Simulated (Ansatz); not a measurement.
Geometry optimisation, Ansatz 0.2.0, RKS PBE/def2-SVP.

input.yaml

```yaml
crystal:
  periodic: [false, false, false]
  atoms:
    - { symbol: W, position_ang: [0.0, 0.0, 0.0] }
    - { symbol: H, position_ang: [0.0, 0.0, 2.07] }
    - { symbol: F, position_ang: [1.85, 0.0, 0.0] }
    - { symbol: F, position_ang: [0.0, 1.85, 0.0] }
    - { symbol: F, position_ang: [-1.85, 0.0, 0.0] }
    - { symbol: F, position_ang: [0.0, -1.85, 0.0] }
    - { symbol: F, position_ang: [0.0, 0.0, -1.85] }
    - { symbol: "N", position_ang: [1.5641, 1.6294, 0.7505] }
    - { symbol: H, position_ang: [2.4032, 1.3328, 1.3263] }
    - { symbol: H, position_ang: [1.4216, 2.6516, 0.5089] }
    - { symbol: H, position_ang: [0.7512, 0.7826, 1.9573] }
basis:
  gaussian: { orbitals: def2-SVP }
hamiltonian:
  xc: pbe
relax:
  f_tol: 0.15
  max_steps: 25
  restrain:
    - { distance: [0, 7], at: 3.28, k: 30.0 }
    - { distance: [10, 1], at: 1.86, k: 30.0 }
    - { distance: [0, 1], at: 1.72, k: 30.0 }
    - { distance: [10, 7], at: 1.06, k: 30.0 }
```

Run as:

```bash
$ ansatz run input.yaml --threads 4 --pin off --max-ram 5120MiB --backend cpu --events-out ev --progress --plain --runs-dir out
```

Task: Where does it end, and by what steps?

Result: It converged. The restraints hold the end off the free minimum; the threshold counts their pulls, which the force column leaves out. Restrained pairs: W1–N8 (2.38 → 3.27 Å), H2–H11 (1.09 → 1.87 Å), W1–H2 (2.07 → 1.72 Å), N8–H11 (1.68 → 1.04 Å). After 17 steps the energy has fallen by 7.775 eV (the restraints' own energy left out); F4 moved furthest, 1.40 Å. The start is strongly strained (largest force component 8 eV/Å), so its close contacts needn't be bonds.

```
step  energy less start (eV)  largest force component (eV/Å)  accepted
   0                  0.0000                           8.050       yes
   1                 -1.8514                           5.862       yes
   2                 -3.4427                           5.270       yes
   3                 -5.0731                           4.823       yes
   4                 -6.1419                           2.888       yes
   5                 -6.8866                           1.441       yes
   6                 -7.1189                           0.768       yes
   7                 -7.2017                           0.937       yes
   8                 -7.2799                           1.288       yes
   9                 -7.3727                           1.236       yes
  10                 -7.5209                           0.647       yes
  11                 -7.5933                           0.459       yes
  12                 -7.6017                           0.487       yes
  13                 -7.6324                           0.573       yes
  14                 -7.7057                           0.650       yes
  15                 -7.7453                           0.727       yes
  16                 -7.7733                           0.577       yes
  17                 -7.7754                           0.598       yes
```

```xyz
11
Properties=species:S:1:pos:R:3
W 0.118 -0.113 -0.315
H 0.324 -0.386 1.367
F 1.986 -0.241 -0.360
F 0.489 1.476 -1.253
F -1.269 0.829 0.519
F 0.254 -1.982 -0.253
F -1.205 -0.578 -1.560
N 1.438 1.978 1.829
H 2.251 1.704 1.270
H 0.795 2.567 1.292
H 0.958 1.144 2.226
```

The run took 46 s on 4 threads of Arm Neoverse V1 (shared host), peak memory 0.21 GiB.
